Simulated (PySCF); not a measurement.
These are B3LYP-D3(BJ)/def2-TZVP // PBE0-D4/def2-TZVP (PySCF 2.14.0) values and carry that method's errors. All species are isolated molecules in the gas phase. One relaxed conformer stands for a flexible species; it need not be the lowest. B3LYP has the VWN-RPA correlation part, as in Gaussian. Excitations are Tamm–Dancoff values on a coarser integration grid. The basis has no diffuse functions, so Rydberg states are missing or too high.

Reference species (SMILES): `CC#CN` (neutral, multiplicity 1).

| Item | Result |
|---|---|
| S1 excitation (TDA) | 5.35 eV |
| T1 excitation (TDA) | 5.09 eV |
| HOMO | -5.83 eV |
| S1–T1 gap (TDA) | 0.26 eV |

After one change: the S1 excitation (TDA) drops by 0.74 eV; the T1 excitation (TDA) falls by 1.52 eV; the HOMO falls by 1.68 eV; the S1–T1 gap (TDA) goes up by 0.78 eV.

Question: Name the change that produced these shifts. The new species is one of these.
A. `C#CCN`
B. `C=C=CN`
C. `C1=CNC1`
D. `[H]/N=C\C=C` (C–C–C–N torsion 180°)

Answer: D, `[H]/N=C\C=C` (C–C–C–N torsion 180°)
